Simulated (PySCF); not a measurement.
F3La (SMILES [F][La]([F])[F]), singlet, geometry from GFN2-xTB (such geometries of metal compounds can be far from the true shape) (core potentials on La); SVWN5/def2-SV(P) in PySCF.

The PySCF input:
```python
from pyscf import gto, scf, dft

mol = gto.Mole()
mol.atom = '''
    La    0.03101627   -0.05651823   -0.13480663
    F    -1.70864996   -0.89419144    0.33144867
    F    -0.05107305    1.90142145   -0.45924858
    F     1.56328666   -0.64928125    0.98157523
'''
mol.basis = 'def2-sv(p)'
mol.ecp = {'La': 'def2-sv(p)'}
mol.verbose = 4
mol.build()

mf = dft.RKS(mol)
mf.xc = 'lda,vwn'
mf.diis = False
mf.damp = 0.3
mf.diis_start_cycle = 200
mf.max_cycle = 150
mf.kernel()
```

Problem. Write the output that PySCF gives for this input, abridged.

Solution. 
```
PySCF version 2.14.0

[INPUT] verbose = 4
[INPUT] num. atoms = 4
[INPUT] num. electrons = 38
[INPUT] charge = 0
[INPUT] spin (= nelec alpha-beta = 2S) = 0
[INPUT] symmetry False subgroup None
[INPUT] Mole.unit = angstrom
[INPUT] Symbol           X                Y                Z      unit          X                Y                Z       unit  Magmom
[...]
nuclear repulsion = 117.567265728239
number of shells = 29
number of NR pGTOs = 122
number of NR cGTOs = 67
basis = def2-sv(p)
ecp = {'La': 'def2-sv(p)'}

******** <class 'pyscf.dft.rks.RKS'> ********
method = RKS
initial guess = minao
damping factor = 0.3
level_shift factor = 0
DIIS disabled
SCF conv_tol = 1e-09
SCF conv_tol_grad = None
SCF max_cycles = 150
direct_scf = True
direct_scf_tol = 1e-13
XC library pyscf.dft.libxc version 7.1.2
    S. Lehtola, C. Steigemann, M. J. T. Oliveira, and M. A. L. Marques,  SoftwareX 7, 1–5 (2018)
XC functionals = lda,vwn
    P. A. M. Dirac,  Math. Proc. Cambridge Philos. Soc. 26, 376 (1930)
    F. Bloch,  Z. Phys. 57, 545 (1929)
    S. H. Vosko, L. Wilk, and M. Nusair,  Can. J. Phys. 58, 1200 (1980)
radial grids:
    Treutler-Ahlrichs [JCP 102, 346 (1995); DOI:10.1063/1.469408] (M4) radial grids

becke partition: Becke, JCP 88, 2547 (1988); DOI:10.1063/1.454033
pruning grids: <function nwchem_prune>
grids dens level: 3
symmetrized grids: False
atomic radii adjust function: <function treutler_atomic_radii_adjust>
small_rho_cutoff = 0
Set gradient conv threshold to 3.16228e-05
Initial guess from minao.
tot grids = 67496
init E= -325.934030925026
[...]
cycle= 1 E= -328.903812731393  delta_E= -2.97  |g|= 1.05  |ddm|= 10.4
[...]
cycle= 2 E= -328.900789046069  delta_E= 0.00302  |g|=  1.1  |ddm|= 1.48
[...]
cycle= 3 E= -328.823630820426  delta_E= 0.0772  |g|= 1.26  |ddm|= 1.47
[...]
cycle= 4 E= -328.470918974491  delta_E= 0.353  |g|=  1.9  |ddm|= 1.96
[...]
cycle= 5 E= -328.343458729678  delta_E= 0.127  |g|= 2.08  |ddm|= 2.47
[...]
cycle= 6 E= -327.215407234037  delta_E= 1.13  |g|= 3.25  |ddm|= 3.25
[...]
cycle= 7 E= -327.31575018756  delta_E= -0.1  |g|= 3.17  |ddm|=  3.9

WARN: HOMO -0.0687768339792321 == LUMO -0.068764281185117

cycle= 8 E= -322.863145828028  delta_E= 4.45  |g|=  5.3  |ddm|= 5.92
[...]
cycle= 9 E= -324.889302447912  delta_E= -2.03  |g|=  4.7  |ddm|= 6.65
[...]
cycle= 10 E= -319.789174239465  delta_E=  5.1  |g|= 6.36  |ddm|= 7.76
[...]
cycle= 11 E= -323.71805523249  delta_E= -3.93  |g|= 5.23  |ddm|= 8.05
[...]
cycle= 12 E= -318.688646605284  delta_E= 5.03  |g|= 6.65  |ddm|= 8.41
[...]
cycle= 13 E= -323.351647565432  delta_E= -4.66  |g|= 5.36  |ddm|= 8.48

WARN: HOMO -0.0361607282013505 == LUMO -0.0356081613677462

cycle= 14 E= -319.012971900197  delta_E= 4.34  |g|= 6.59  |ddm|= 8.41
[...]
cycle= 15 E= -323.480607747517  delta_E= -4.47  |g|= 5.32  |ddm|= 8.39
[...]
cycle= 16 E= -318.542274318913  delta_E= 4.94  |g|= 6.69  |ddm|=  8.5
[...]
cycle= 17 E= -323.307905418598  delta_E= -4.77  |g|= 5.38  |ddm|= 8.53

WARN: HOMO -0.0366378017422112 == LUMO -0.0364392536370504

cycle= 18 E= -318.42649597519  delta_E= 4.88  |g|=  6.7  |ddm|= 8.56
[...]
cycle= 19 E= -323.26962692438  delta_E= -4.84  |g|= 5.39  |ddm|= 8.57
[...]
cycle= 20 E= -318.454630202768  delta_E= 4.81  |g|= 6.68  |ddm|= 8.55
[...]
cycle= 21 E= -323.292898542143  delta_E= -4.84  |g|= 5.37  |ddm|= 8.54
[...]
cycle= 22 E= -318.469877938465  delta_E= 4.82  |g|= 6.67  |ddm|= 8.52
[...]
cycle= 23 E= -323.301343479852  delta_E= -4.83  |g|= 5.37  |ddm|= 8.52
[...]
cycle= 24 E= -318.46670878242  delta_E= 4.83  |g|= 6.67  |ddm|= 8.51
[...]
cycle= 25 E= -323.306349397871  delta_E= -4.84  |g|= 5.36  |ddm|= 8.51
[...]
cycle= 26 E= -318.465692253053  delta_E= 4.84  |g|= 6.66  |ddm|=  8.5
[...]
cycle= 27 E= -323.309815100212  delta_E= -4.84  |g|= 5.36  |ddm|=  8.5
[...]
cycle= 28 E= -318.464229488564  delta_E= 4.85  |g|= 6.66  |ddm|=  8.5
[...]
cycle= 29 E= -323.31362457882  delta_E= -4.85  |g|= 5.36  |ddm|= 8.49
[...]
[...]
cycle= 100 E= -257.190290687296  delta_E= 11.6  |g|= 9.19  |ddm|= 21.2
[...]
cycle= 101 E= -268.779161976933  delta_E= -11.6  |g|= 9.14  |ddm|= 21.2
[...]
cycle= 102 E= -257.190290687297  delta_E= 11.6  |g|= 9.19  |ddm|= 21.2
[...]
cycle= 103 E= -268.779161976933  delta_E= -11.6  |g|= 9.14  |ddm|= 21.2
[...]
cycle= 104 E= -257.190290687297  delta_E= 11.6  |g|= 9.19  |ddm|= 21.2
[...]
cycle= 105 E= -268.779161976933  delta_E= -11.6  |g|= 9.14  |ddm|= 21.2
[...]
cycle= 106 E= -257.190290687298  delta_E= 11.6  |g|= 9.19  |ddm|= 21.2
[...]
cycle= 107 E= -268.779161976933  delta_E= -11.6  |g|= 9.14  |ddm|= 21.2
[...]
cycle= 108 E= -257.190290687297  delta_E= 11.6  |g|= 9.19  |ddm|= 21.2
[...]
cycle= 109 E= -268.779161976934  delta_E= -11.6  |g|= 9.14  |ddm|= 21.2
[...]
cycle= 110 E= -257.190290687296  delta_E= 11.6  |g|= 9.19  |ddm|= 21.2
[...]
cycle= 111 E= -268.779161976934  delta_E= -11.6  |g|= 9.14  |ddm|= 21.2
[...]
cycle= 112 E= -257.190290687297  delta_E= 11.6  |g|= 9.19  |ddm|= 21.2
[...]
cycle= 113 E= -268.779161976933  delta_E= -11.6  |g|= 9.14  |ddm|= 21.2
[...]
cycle= 114 E= -257.190290687297  delta_E= 11.6  |g|= 9.19  |ddm|= 21.2
[...]
cycle= 115 E= -268.779161976934  delta_E= -11.6  |g|= 9.14  |ddm|= 21.2
[...]
cycle= 116 E= -257.190290687296  delta_E= 11.6  |g|= 9.19  |ddm|= 21.2
[...]
cycle= 117 E= -268.779161976933  delta_E= -11.6  |g|= 9.14  |ddm|= 21.2
[...]
cycle= 118 E= -257.190290687297  delta_E= 11.6  |g|= 9.19  |ddm|= 21.2
[...]
cycle= 119 E= -268.779161976933  delta_E= -11.6  |g|= 9.14  |ddm|= 21.2
[...]
cycle= 120 E= -257.190290687297  delta_E= 11.6  |g|= 9.19  |ddm|= 21.2
[...]
cycle= 121 E= -268.779161976933  delta_E= -11.6  |g|= 9.14  |ddm|= 21.2
[...]
cycle= 122 E= -257.190290687297  delta_E= 11.6  |g|= 9.19  |ddm|= 21.2
[...]
cycle= 123 E= -268.779161976934  delta_E= -11.6  |g|= 9.14  |ddm|= 21.2
[...]
cycle= 124 E= -257.190290687298  delta_E= 11.6  |g|= 9.19  |ddm|= 21.2
[...]
cycle= 125 E= -268.779161976934  delta_E= -11.6  |g|= 9.14  |ddm|= 21.2
[...]
cycle= 126 E= -257.190290687297  delta_E= 11.6  |g|= 9.19  |ddm|= 21.2
[...]
cycle= 127 E= -268.779161976933  delta_E= -11.6  |g|= 9.14  |ddm|= 21.2
[...]
cycle= 128 E= -257.190290687297  delta_E= 11.6  |g|= 9.19  |ddm|= 21.2
[...]
cycle= 129 E= -268.779161976934  delta_E= -11.6  |g|= 9.14  |ddm|= 21.2
[...]
cycle= 130 E= -257.190290687297  delta_E= 11.6  |g|= 9.19  |ddm|= 21.2
[...]
cycle= 131 E= -268.779161976934  delta_E= -11.6  |g|= 9.14  |ddm|= 21.2
[...]
cycle= 132 E= -257.190290687297  delta_E= 11.6  |g|= 9.19  |ddm|= 21.2
[...]
cycle= 133 E= -268.779161976934  delta_E= -11.6  |g|= 9.14  |ddm|= 21.2
[...]
cycle= 134 E= -257.190290687297  delta_E= 11.6  |g|= 9.19  |ddm|= 21.2
[...]
cycle= 135 E= -268.779161976934  delta_E= -11.6  |g|= 9.14  |ddm|= 21.2
[...]
cycle= 136 E= -257.190290687297  delta_E= 11.6  |g|= 9.19  |ddm|= 21.2
[...]
cycle= 137 E= -268.779161976934  delta_E= -11.6  |g|= 9.14  |ddm|= 21.2
[...]
cycle= 138 E= -257.190290687297  delta_E= 11.6  |g|= 9.19  |ddm|= 21.2
[...]
cycle= 139 E= -268.779161976934  delta_E= -11.6  |g|= 9.14  |ddm|= 21.2
[...]
cycle= 140 E= -257.190290687297  delta_E= 11.6  |g|= 9.19  |ddm|= 21.2
[...]
cycle= 141 E= -268.779161976933  delta_E= -11.6  |g|= 9.14  |ddm|= 21.2
[...]
cycle= 142 E= -257.190290687297  delta_E= 11.6  |g|= 9.19  |ddm|= 21.2
[...]
cycle= 143 E= -268.779161976934  delta_E= -11.6  |g|= 9.14  |ddm|= 21.2
[...]
cycle= 144 E= -257.190290687298  delta_E= 11.6  |g|= 9.19  |ddm|= 21.2
[...]
cycle= 145 E= -268.779161976933  delta_E= -11.6  |g|= 9.14  |ddm|= 21.2
[...]
cycle= 146 E= -257.190290687297  delta_E= 11.6  |g|= 9.19  |ddm|= 21.2
[...]
cycle= 147 E= -268.779161976934  delta_E= -11.6  |g|= 9.14  |ddm|= 21.2
[...]
cycle= 148 E= -257.190290687298  delta_E= 11.6  |g|= 9.19  |ddm|= 21.2
[...]
cycle= 149 E= -268.779161976934  delta_E= -11.6  |g|= 9.14  |ddm|= 21.2
[...]
cycle= 150 E= -257.190290687297  delta_E= 11.6  |g|= 9.19  |ddm|= 21.2
SCF not converged.
SCF energy = -257.190290687297
```

Convergence was not reached.
